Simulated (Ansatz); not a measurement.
C2H7ClSi2, SMILES `[SiH3]/C=C(\[SiH3])Cl`. Total charge 0; spin multiplicity 1. The structure was optimised at the PBE0-D4/def2-TZVP level.

```xyz
12

Si   -0.164   -1.787    0.552
C     1.114   -0.480    0.147
C     0.846    0.766   -0.237
Si   -0.832    1.563   -0.482
Cl    2.153    1.877   -0.581
H     0.569   -3.017    0.945
H    -1.034   -1.365    1.679
H    -1.020   -2.092   -0.624
H     2.160   -0.770    0.236
H    -0.956    2.724    0.433
H    -1.885    0.560   -0.181
H    -0.950    2.021   -1.888
```

What is the dipole moment at r2SCAN/def2-TZVPP? (Estimate.)

The calculation gave: 0.79 D, with components (-0.55, -0.55, 0.17) D in this frame, pointing from negative to positive charge.

And with PBE, B3LYP, ωB97M-V? (An estimate is asked.)

Computed: PBE 0.68 D, B3LYP 0.82 D, ωB97M-V 0.84 D.

Give the Mulliken charges with r2SCAN, ωB97M-V, B3LYP in def2-TZVPP. (Estimate.)

The calculation gave: 
```
atom  r2SCAN  ωB97M-V  B3LYP
 Si1    0.29     0.16   0.27
  C2   -0.22    -0.24  -0.22
  C3    0.00    -0.05   0.00
 Si4    0.31     0.17   0.28
 Cl5   -0.12    -0.08  -0.12
  H6   -0.07    -0.02  -0.06
  H7   -0.06    -0.01  -0.05
  H8   -0.06    -0.01  -0.05
  H9    0.09     0.12   0.11
 H10   -0.05    -0.01  -0.05
 H11   -0.06    -0.02  -0.06
 H12   -0.05    -0.01  -0.05
```

B3LYP here is the variant with VWN-RPA as its local correlation; programs differ in this.
